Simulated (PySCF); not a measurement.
Be(I)(SeH) (BeHISe), SMILES [SeH][Be][I]. Atoms are numbered in the order given.

```xyz
4

Be    -0.0053    -0.4777     0.0000
I      0.0002     1.6930     0.0000
Se    -0.0418    -2.5088     0.0000
H      1.4289    -2.5164     0.0000
```

The structure is a stationary point at r2SCAN-D4/def2-TZVP. The def2 effective core potentials stand for the cores of I; spin–orbit coupling is left out. The values are those of a single conformer.

Computed with PySCF with C-PCM-ωB97X/def2-SVP.

The values are the electrostatic part of the solvation free energy, E(continuum) − E(gas) at the gas-phase geometry, in a cavity of scaled van der Waals radii (PySCF's table); cavitation and dispersion terms are not included. A continuum can't describe solvent molecules that bind to the metal. In vacuum the orbital gap is 10.46 eV. The dipole moment in vacuum is 0.68 D.

Computed values in water (ε = 78.36), n-hexane (ε = 1.88), benzene (ε = 2.27):
```csv
solvent,ε,ΔG(elec) (kcal/mol),dipole (D),gap (eV)
water,78.36,-5.7,1.02,10.89
n-hexane,1.88,-2.5,0.81,10.65
benzene,2.27,-3.0,0.84,10.69
```
